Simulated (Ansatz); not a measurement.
# Energy profile

The step: SiNH₅ ([NH2][SiH3]) + SiH₄O ([OH][SiH3]) → Si₂NH₇O ([NH2][SiH2][O][SiH3]) + H₂; bonds formed: Si1–O7, H2–H6; bonds broken: Si1–H2, H6–O7 (atoms numbered as in the saddle structure below).

```json
{"atom": "Si1", "x (Å)": "-0.8725", "y (Å)": "0.3224", "z (Å)": "0.7111"}
{"atom": "H2", "x (Å)": "-0.0397", "y (Å)": "-0.7262", "z (Å)": "1.7860"}
{"atom": "H3", "x (Å)": "-1.2940", "y (Å)": "0.9996", "z (Å)": "-0.5737"}
{"atom": "H4", "x (Å)": "-2.1746", "y (Å)": "-0.1533", "z (Å)": "1.2500"}
{"atom": "N5", "x (Å)": "0.0323", "y (Å)": "1.6178", "z (Å)": "1.3545"}
{"atom": "H6", "x (Å)": "0.2475", "y (Å)": "-1.2324", "z (Å)": "0.7340"}
{"atom": "O7", "x (Å)": "-0.0727", "y (Å)": "-1.0423", "z (Å)": "-0.2907"}
{"atom": "Si8", "x (Å)": "0.7581", "y (Å)": "-0.9793", "z (Å)": "-1.7498"}
{"atom": "H9", "x (Å)": "-0.0532", "y (Å)": "2.5486", "z (Å)": "0.9823"}
{"atom": "H10", "x (Å)": "0.5007", "y (Å)": "1.5763", "z (Å)": "2.2430"}
{"atom": "H11", "x (Å)": "1.7076", "y (Å)": "-2.1162", "z (Å)": "-1.7422"}
{"atom": "H12", "x (Å)": "1.4840", "y (Å)": "0.3065", "z (Å)": "-1.8574"}
{"atom": "H13", "x (Å)": "-0.2236", "y (Å)": "-1.1215", "z (Å)": "-2.8470"}
```

Electronic energies by CCSD(T) at an estimated basis limit (MP2 extrapolated from triple and quadruple zeta, plus CCSD(T) − MP2 in triple zeta), on PBE0-D4/def2-TZVP structures; Si2NH9O, singlet; no counterpoise correction. Computed with Ansatz 0.2.0 (basis: def2-TZVPP and def2-QZVPP); correlated methods freeze the cores. Extrapolation: Hartree–Fock as exp(−7.88 √X), correlation as X^−2.97.

Problem. Give the profile in eV, counted from the separated reactants. (An estimate is asked for; the value comes from the calculation.)

Solution. By the calculation:
```
                                                                                                                                              point      eV
separated: SiNH5 (linked as [NH2][SiH3]; Si1, H2, H3, H4, N5, H9, H10; singlet) + SiH4O (linked as [OH][SiH3]; H6, O7, Si8, H11, H12, H13; singlet)   0.000
                                                                                                                                    start structure  -0.089
                                                                                                                                             saddle   1.284
                                                                                                                                      end structure  -1.190
              separated: Si2NH7O (linked as [NH2][SiH2][O][SiH3]; Si1, H3, H4, N5, O7, Si8, H9, H10, H11, H12, H13; singlet) + H2 (H2, H6; singlet)  -1.159
```

The T1 diagnostic stays at or below 0.012.

For scale, one of the runs: CCSD(T)/def2-TZVPP, 272 basis functions, launched by `ansatz run in.yaml --threads 8 --pin off --events-out ev --progress --plain --max-ram 19148MiB`. Time: 59 s of wall clock on 8 CPU threads of an Intel Xeon Platinum 8259CL; the host was shared. Peak host memory: 6.9 GiB.
